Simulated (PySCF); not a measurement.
Molfile (atoms numbered from 1):
```
C5H15NOSi
     RDKit          3D

 23 22  0  0  0  0  0  0  0  0999 V2000
   -4.1667    0.1043    0.4660 C   0  0  0  0  0  0  0  0  0  0  0  0
   -2.7078   -0.2159    0.7432 C   0  0  0  0  0  0  0  0  0  0  0  0
   -1.8026    0.6322   -0.0030 N   0  0  0  0  0  0  0  0  0  0  0  0
   -0.3802    0.1218   -0.8102 Si  0  0  0  0  0  4  0  0  0  0  0  0
    0.9477    0.0470    0.1989 O   0  0  0  0  0  0  0  0  0  0  0  0
    2.2964    0.1709   -0.1989 C   0  0  0  0  0  0  0  0  0  0  0  0
    3.0824    0.7234    0.9747 C   0  0  0  0  0  0  0  0  0  0  0  0
    2.8341   -1.1683   -0.6781 C   0  0  0  0  0  0  0  0  0  0  0  0
   -4.3914   -0.0090   -0.6054 H   0  0  0  0  0  0  0  0  0  0  0  0
   -4.4035    1.1429    0.7500 H   0  0  0  0  0  0  0  0  0  0  0  0
   -4.8364   -0.5568    1.0375 H   0  0  0  0  0  0  0  0  0  0  0  0
   -2.5016   -1.2622    0.4614 H   0  0  0  0  0  0  0  0  0  0  0  0
   -2.5167   -0.1571    1.8327 H   0  0  0  0  0  0  0  0  0  0  0  0
   -1.9029    1.6197    0.2096 H   0  0  0  0  0  0  0  0  0  0  0  0
   -0.0462    1.1075   -1.8864 H   0  0  0  0  0  0  0  0  0  0  0  0
   -0.6779   -1.2324   -1.3655 H   0  0  0  0  0  0  0  0  0  0  0  0
    2.3655    0.8945   -1.0384 H   0  0  0  0  0  0  0  0  0  0  0  0
    2.6706    1.6936    1.2882 H   0  0  0  0  0  0  0  0  0  0  0  0
    3.0143    0.0332    1.8299 H   0  0  0  0  0  0  0  0  0  0  0  0
    4.1432    0.8579    0.7150 H   0  0  0  0  0  0  0  0  0  0  0  0
    3.8869   -1.0855   -0.9886 H   0  0  0  0  0  0  0  0  0  0  0  0
    2.2549   -1.5433   -1.5359 H   0  0  0  0  0  0  0  0  0  0  0  0
    2.7643   -1.9137    0.1296 H   0  0  0  0  0  0  0  0  0  0  0  0
  1  2  1  0
  2  3  1  0
  3  4  1  0
  4  5  1  0
  5  6  1  0
  6  7  1  0
  6  8  1  0
  1  9  1  0
  1 10  1  0
  1 11  1  0
  2 12  1  0
  2 13  1  0
  3 14  1  0
  4 15  1  0
  4 16  1  0
  6 17  1  0
  7 18  1  0
  7 19  1  0
  7 20  1  0
  8 21  1  0
  8 22  1  0
  8 23  1  0
M  END
```

Geometry: PBE0-D3(BJ)/def2-SVP; GIAO shifts from PySCF 2.14.0 with density-fitted response routines, gas phase, non-relativistic, averaged over equivalent atoms.

At PBE0/pcSseg-1 (218 basis functions, 36 s wall time on 1 thread of an Arm Neoverse V2, shared host):
| atoms | δ (ppm) |
| --- | --- |
| C6 | 67.0 |
| C2 | 42.2 |
| C7/C8 | 27.3 |
| C1 | 22.3 |
| N3 | 61.0 |
| Si4 | -29.2 |
| O5 | 97.2 |
| H15/H16 | 4.68 |
| H17 | 3.82 |
| H12/H13 | 2.93 |
| H18/H19/H20/H21/H22/H23 | 1.14 |
| H9/H10/H11 | 1.08 |
| H14 | 0.72 |

Referencing at the same level of theory: TMS for $^{13}$C (σ = 184.41 ppm), $^{29}$Si (σ = 351.99 ppm), $^{1}$H (σ = 31.27 ppm); NH3 for $^{15}$N (σ = 265.67 ppm); $^{17}$O (σ = 334.56 ppm) vs H2O.

Problem. Predict the values at mPW1PW91/pcSseg-1 on the same geometry.

Solution. 
```tsv
atoms	δ at mPW1PW91/pcSseg-1	change
C6	66.9	-0.1
C2	42.2	+0.0
C7/C8	27.3	+0.0
C1	22.4	+0.1
N3	59.7	-1.3
Si4	-29.8	-0.6
O5	95.0	-2.2
H15/H16	4.63	-0.05
H17	3.80	-0.02
H12/H13	2.91	-0.02
H18/H19/H20/H21/H22/H23	1.14	+0.00
H9/H10/H11	1.08	+0.00
H14	0.68	-0.04
```

Scale: TMS for $^{13}$C (σref 183.54), $^{29}$Si (σref 350.83), $^{1}$H (σref 31.32); $^{15}$N (σref 264.17) vs NH3; H2O for $^{17}$O (σref 333.30) (reference shieldings calculated alike).

The largest change is at O5 (oxygen bonded to C, Si). Cost: 218 basis functions, 33 s wall time on 1 thread of an Arm Neoverse V2, shared host. The order of the carbon signals is the same at both levels.

Experimental scales use liquid or dissolved standards, which lie at an offset from isolated NH3 (liquid NH3: subtract about 20 ppm) and H2O (liquid H2O: subtract about 36 ppm).
